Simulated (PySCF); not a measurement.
Sn(OMe)(OSiH3)3, SMILES [SiH3][O][Sn]([O]C)([O][SiH3])[O][SiH3] at its GFN2-xTB optimised geometry (Å):

```
21

C      1.2889     2.6701     0.8168
O      0.2016     1.7761     0.6452
Sn     0.2503     0.2574    -0.5144
O     -1.3971    -0.6525    -0.4666
Si    -2.2541    -1.5698     0.5800
O      0.5899     0.7495    -2.3057
Si     0.5986    -0.0488    -3.7342
O      1.6525    -0.9168     0.0000
Si     1.9615    -2.5181     0.0000
H      0.9361     3.4067     1.5397
H      1.5511     3.1751    -0.1149
H      2.1712     2.1656     1.2150
H     -3.4218    -1.8589    -0.2463
H     -2.5691    -0.8069     1.7873
H     -1.4982    -2.7773     0.9257
H      1.6455    -1.0750    -3.7325
H     -0.7058    -0.6605    -3.9935
H      0.9019     1.0723    -4.6193
H      1.3923    -3.1001     1.2173
H      1.4031    -3.1751    -1.1851
H      3.4218    -2.5181     0.0000
```

Method: PySCF with B3LYP/def2-SVP, def2 effective core potentials past Kr. The core electrons that the potentials of Sn replace are not part of the density. Cells within 0.4 Å of a nucleus heavier than hydrogen are left out (blank, or x).

Map of the electrostatic potential (hartree/e), clipped to [-0.08, 0.12] on the plane z = 0.0 Å:

```
|222222222222222233333322222|
|222222222222222333333332222|
|222222222222222333333333222|
|222222222222223344433333222|
|222222222222223599643333322|
|222222222111124999953333322|
|222222221110026999953333322|
|222222221100038999843333222|
|222222222110399999643333222|
|222222222223999998643332222|
|222222222359999998643322222|
|222222222379999999532222222|
|222222222389999999421222222|
|222233444999999999300112222|
|222235899999999999910112222|
|2222489999999999xx951112222|
|22237999999989999x994222222|
|222499999998668999999632222|
|222499999996569999999994222|
|22235899998545999xx99995222|
|222234577654347999999994222|
|222223344333335999999642222|
|222223333322333589997432222|
|222222222222233356765332222|
|222222222222223334444332222|
|222222222222222333333332222|
|222222222222222333333332222|
```
Scale: ten equal steps from -0.045 (start of '0') to 0.120 (end of '9'), in the order '0123456789'; x runs from -5.50 to 5.50, y from -5.50 (bottom) to 5.50 (top).
